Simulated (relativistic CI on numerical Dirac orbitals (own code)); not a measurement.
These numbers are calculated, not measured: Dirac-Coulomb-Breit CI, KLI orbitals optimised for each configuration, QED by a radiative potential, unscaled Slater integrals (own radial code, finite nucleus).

The strongest absorption lines from the ground level of an ion, among the configurations computed and to levels below about 1160 eV (vacuum wavelength in Å, gf): 11.328 (0.004), 18.227 (0.0047), 18.432 (0.019), 22.786 (0.8), 22.839 (1.4), 23.584 (0.0049), 23.865 (0.61), 25.078 (0.16).

Problem. Which ion is it?
A. Bi LXI
B. Ra LXVI
C. Ta LI
D. Bi LXIII

Solution. A. Bi LXI has 23 electrons and the ground level 3s2.3p6.3d5 2D_5/2; the strongest line goes to 3s2.3p5.3d6 2D°_5/2. The pattern of lines fixes the number of electrons, and along that sequence the line energies rise steadily with the charge (about as its square where n changes within one kind of shell, about linearly where n is kept but much faster in heavy ions where fine structure, which grows about as Z⁴, sets the gap, and irregularly where shells cross), which fixes Z. Configurations outside the model, such as inner-shell arrays, can give stronger lines. At this charge energies of transitions that change n are usually good to better than 1 %, and those within a shell (Δn = 0) to a few per cent.

LS names give the leading component of a level, which can be under half, so a name can repeat, a term be missing and a line seem to break the LS rules.
